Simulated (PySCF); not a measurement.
**Low-lying terms of Hf⁴⁺ (hafnium, charge +4)**

Ground state [Xe] 4f14, ¹S. All numbers are calculated (PySCF 2.14, scalar relativity through the core potential, in aug-cc-pVDZ-PP with one added diffuse shell each of s, p, d, f type with ECP60MDF (6s6p5d3f, 70 functions)). Vertical excitation energies in eV without spin-orbit coupling; excited terms of each kind are numbered among those the solver found. Frozen: nothing.

```json
{"term": "1 3P°", "leading excitation": "5p → d", "EOM-EE-CCSD": "34.870"}
{"term": "1 3F°", "leading excitation": "5p → d", "EOM-EE-CCSD": "36.170"}
{"term": "1 1D°", "leading excitation": "5p → d", "EOM-EE-CCSD": "38.029"}
{"term": "1 3D°", "leading excitation": "5p → d", "EOM-EE-CCSD": "38.097"}
{"term": "1 1F°", "leading excitation": "5p → d", "EOM-EE-CCSD": "38.189"}
{"term": "1 1P°", "leading excitation": "5p → s", "EOM-EE-CCSD": "42.689"}
{"term": "1 3S", "leading excitation": "5p → p", "EOM-EE-CCSD": "49.251"}
{"term": "1 3D", "leading excitation": "5p → p", "EOM-EE-CCSD": "50.155"}
{"term": "1 1D", "leading excitation": "5p → p", "EOM-EE-CCSD": "50.429"}
{"term": "1 1P", "leading excitation": "5p → p", "EOM-EE-CCSD": "50.721"}
{"term": "1 3P", "leading excitation": "5p → p", "EOM-EE-CCSD": "50.755"}
{"term": "1 1S", "leading excitation": "5p → p", "EOM-EE-CCSD": "51.563"}
{"term": "2 3D", "leading excitation": "5p → f", "EOM-EE-CCSD": "61.077"}
{"term": "1 1G", "leading excitation": "5p → f", "EOM-EE-CCSD": "61.425"}
```

The spin-orbit splitting of the hole, absent here, rivals or exceeds the spacing of these terms, so the LS terms are model states.

The 4f shell lies in the core potential, so 4f excitations, among the lowest in this ion, cannot appear.

The solver can miss terms.
